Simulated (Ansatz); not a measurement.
BNH$_{5}$Cl$_{3}$O, singlet: at the end structure of a reaction step.

Input (in.yaml):

```yaml
crystal:
  periodic: [false, false, false]
  atoms:
    - {symbol: B, position_ang: [-1.389074, -1.249135, -0.066877]}
    - {symbol: Cl, position_ang: [1.929764, 1.243449, -1.539705]}
    - {symbol: Cl, position_ang: [-0.172820, -1.725271, 1.143772]}
    - {symbol: Cl, position_ang: [-3.029645, -1.847109, 0.138398]}
    - {symbol: H, position_ang: [1.054786, 1.741842, 1.829192]}
    - {symbol: N, position_ang: [-1.045215, -0.436751, -1.122598]}
    - {symbol: H, position_ang: [1.840704, 1.232400, -0.214980]}
    - {symbol: O, position_ang: [1.576727, 1.050391, 1.413480]}
    - {symbol: H, position_ang: [-0.113285, -0.079828, -1.288315]}
    - {symbol: H, position_ang: [-1.724590, -0.160457, -1.811167]}
    - {symbol: H, position_ang: [1.072646, 0.230567, 1.518699]}
basis:
  gaussian: {orbitals: def2-TZVPP}
hamiltonian: {xc: r2scan, dispersion: d4}
```

Run by:

```bash
ansatz run in.yaml --threads 8 --pin off --events-out ev --progress --plain --max-ram 19148MiB
```

Output of Ansatz 0.2.0:

```
Functional definition: r2SCAN
  name "r2SCAN"
  cite "Furness, Kaplan, Ning, Perdew & Sun, J. Phys. Chem. Lett. 11, 8208 (2020) doi:10.1021/acs.jpclett.0c02405"
  cite "Furness, Kaplan, Ning, Perdew & Sun, J. Phys. Chem. Lett. 11, 9248 (2020) doi:10.1021/acs.jpclett.0c03077"
  parent r2scan
  parameter k0 = 0.174
  parameter k1 = 0.065
  parameter a1 = 4.9479
  exchange = r2scan_x(k0 = k0, k1 = k1, a1 = a1)
  correlation = r2scan_c
1652 factors; their error is unknown
mean field evaluation 1: about -41853.1968 eV, gradient 8.4e1 eV
mean field evaluation 2: about -41821.4111 eV, gradient 1.4e2 eV
mean field evaluation 4: about -41865.3958 eV, gradient 8.1e0 eV
mean field evaluation 8: about -41865.5333 eV, gradient 2.7e-1 eV
mean field evaluation 16: about -41865.5035 eV, gradient 5.4e-4 eV
mean field -41865.50347111 eV, -1538.5288751059 hartree, gradient 3.6e-5 eV, S^2 0.000000; 0 other end points of the search recorded, 0 dependent functions left out
reference -41865.50348305 eV, -1538.5288755446 hartree; 38, 38 occupied and 251, 251 virtual orbitals, 1652 factors
Total energy: -41865.57173215 eV, -1538.5313836528 hartree
```

The run took about 2.5 s on 8 CPU threads of an Arm Neoverse V2 (shared host).
